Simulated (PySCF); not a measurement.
This PySCF input asks for the NMR shieldings of 2,3,3-trimethylbutanenitrile (SMILES C[C@H](C#N)C(C)(C)C); the geometry comes from PBE0-D3(BJ)/def2-SVP.

```python
import basis_set_exchange as bse
import numpy as np
from pyscf import gto, dft
from pyscf.prop import nmr

atoms = """
C     1.581286   -0.508965   -0.915614
C     0.707833    0.677907   -0.500784
C     1.499440    1.599763    0.317626
N     2.134841    2.307777    0.977582
C    -0.630522    0.316759    0.215858
C    -0.361904   -0.393564    1.543537
C    -1.406724    1.610088    0.476228
C    -1.460872   -0.585482   -0.698984
H     2.492337   -0.156881   -1.419270
H     1.040588   -1.162249   -1.613023
H     1.890010   -1.104614   -0.045145
H     0.436551    1.239633   -1.412892
H     0.145740   -1.358763    1.397201
H     0.260246    0.224223    2.209379
H    -1.310820   -0.596519    2.062901
H    -1.625228    2.139997   -0.464724
H    -2.366496    1.388743    0.967198
H    -0.843373    2.294294    1.128532
H    -2.451898   -0.760802   -0.253677
H    -1.615930   -0.122684   -1.686808
H    -0.992197   -1.568676   -0.850759
"""
names = dict.fromkeys(["C", "N", "H"], "pcSseg-1")
basis = {el: gto.basis.parse(bse.get_basis(n, elements=[el], fmt="nwchem")) for el, n in names.items()}
mol = gto.M(atom=atoms, basis=basis, charge=0, verbose=0)
mf = dft.RKS(mol, xc="HYB_GGA_XC_WB97X_D")
mf.grids.level = 2
mf.grids.alignment = dft.numint.BLKSIZE   # the property module wants whole blocks of grid points
mf.conv_tol = 1e-9
mf.kernel()

calc = nmr.RKS(mf)   # GIAO
C = mf.mo_coeff
Co = C[:, mf.mo_occ > 0]
resp = mf.gen_response(singlet=True, hermi=2)
def vind(x):   # induced exchange potential for any number of trial vectors
    d = np.einsum("pi,xij,qj->xpq", C, 2 * x.reshape(-1, C.shape[1], Co.shape[1]), Co, optimize=True)
    return np.einsum("xpq,pi,qj->xij", resp(d - d.transpose(0, 2, 1)), C, Co, optimize=True).ravel()
mo1, _ = nmr.rhf.solve_mo1(calc, with_cphf=vind)
sigma = calc.kernel(mo1)
for i, s in enumerate(sigma):   # ppm
    w = np.linalg.eigvalsh((s + s.T) / 2)
    print("%2d %-2s iso %8.1f  s11 %8.1f  s22 %8.1f  s33 %8.1f" % (i, mol.atom_pure_symbol(i), w.mean(), *w))
```

Question: What are the results?

Answer: 
```
 0 C  iso    169.3  s11    158.6  s22    164.7  s33    184.7
 1 C  iso    146.6  s11    130.1  s22    143.3  s33    166.4
 2 C  iso     55.7  s11    -67.9  s22    -59.1  s33    294.2
 3 N  iso    -39.3  s11   -210.5  s22   -199.1  s33    291.6
 4 C  iso    151.2  s11    146.0  s22    148.3  s33    159.4
 5 C  iso    160.3  s11    145.8  s22    149.8  s33    185.4
 6 C  iso    152.2  s11    133.0  s22    139.8  s33    183.9
 7 C  iso    155.7  s11    138.3  s22    145.1  s33    183.5
 8 H  iso     30.1  s11     25.4  s22     27.6  s33     37.3
 9 H  iso     30.3  s11     24.6  s22     29.7  s33     36.4
10 H  iso     30.1  s11     25.7  s22     29.6  s33     35.2
11 H  iso     29.6  s11     27.3  s22     27.7  s33     33.6
12 H  iso     30.4  s11     26.0  s22     29.0  s33     36.1
13 H  iso     30.0  s11     25.7  s22     28.6  s33     35.7
14 H  iso     30.6  s11     26.8  s22     28.2  s33     36.9
15 H  iso     30.6  s11     27.1  s22     27.7  s33     36.9
16 H  iso     30.5  s11     26.6  s22     27.9  s33     36.9
17 H  iso     29.6  s11     25.3  s22     28.7  s33     34.9
18 H  iso     30.4  s11     26.6  s22     28.0  s33     36.7
19 H  iso     30.8  s11     27.1  s22     27.8  s33     37.4
20 H  iso     30.3  s11     25.8  s22     29.1  s33     35.9
```

These numbers come from an equivalent density-fitted implementation of the same equations, which agrees with the script to about 0.01 ppm for H and up to a few tenths of a ppm for heavy atoms, so last digits may differ.

Question: Turn these shieldings into chemical shifts. δ = σ(ref) − σ, references computed at the same level: ¹³C (184.54 ppm), ¹H (31.38 ppm) against TMS; ¹⁵N (263.98 ppm) vs NH3.

Answer: Averaging equivalent atoms: C 2: 128.8; C 1: 37.9; C 4: 33.3; C 5/6/7: 28.5; C 0: 15.2; N 3: 303.3; H 11: 1.83; H 8/9/10: 1.22; H 12/13/14/15/16/17/18/19/20: 1.03 ppm. Experimental scales use liquid or dissolved standards, which lie at an offset from isolated NH3 (liquid NH3: subtract about 20 ppm). Unscaled 15N shifts of sp2 nitrogen come out 20 to 40 ppm too high even then.

Size and cost of the density-fitted run: 201 basis functions, 72 s wall time on 1 thread of an Arm Neoverse N1, shared host.
